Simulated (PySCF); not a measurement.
Delta-SCF ions had no search for a lower state. Excitations are Tamm–Dancoff values on a coarser integration grid. The basis has no diffuse functions, so Rydberg states are missing or too high.

Cartesian coordinates (Å):
SMILES: c1ccc2c(c(ccc2)[SiH3])c1
```xyz
21

Si    -2.5521    -1.5011     0.0121
C     -1.3487    -0.0545     0.0829
C     -1.8511     1.2284     0.2488
C     -1.0002     2.3596     0.3101
C      0.3633     2.2039     0.2044
C      0.9358     0.9134     0.0332
C      2.3418     0.7329    -0.0778
C      2.8848    -0.5230    -0.2435
C      2.0386    -1.6566    -0.3054
C      0.6709    -1.5120    -0.2007
C      0.0722    -0.2325    -0.0288
H     -2.2957    -2.4848     1.1059
H     -3.9332    -0.9596     0.1588
H     -2.4525    -2.2373    -1.2832
H     -2.9301     1.3820     0.3355
H     -1.4334     3.3540     0.4415
H      1.0275     3.0709     0.2507
H      2.9875     1.6137    -0.0290
H      3.9668    -0.6480    -0.3275
H      2.4730    -2.6504    -0.4369
H      0.0349    -2.3991    -0.2509
```
Charge 0, multiplicity 1.

Q: What dipole moment, brightest of the four lowest singlets (TDA), vertical ionisation energy (Delta-SCF), LUMO and S1 oscillator strength does PBE-D3(BJ)/def2-TZVP // B3LYP-D3(BJ)/def2-SVP in PySCF give?

A: 
```yaml
dipole_moment: 1.09 D
brightest of the four lowest singlets (TDA): 4.13 eV
vertical ionisation energy (Delta-SCF): 7.93 eV
LUMO: -2.30 eV
S1 oscillator strength: 0.089
```
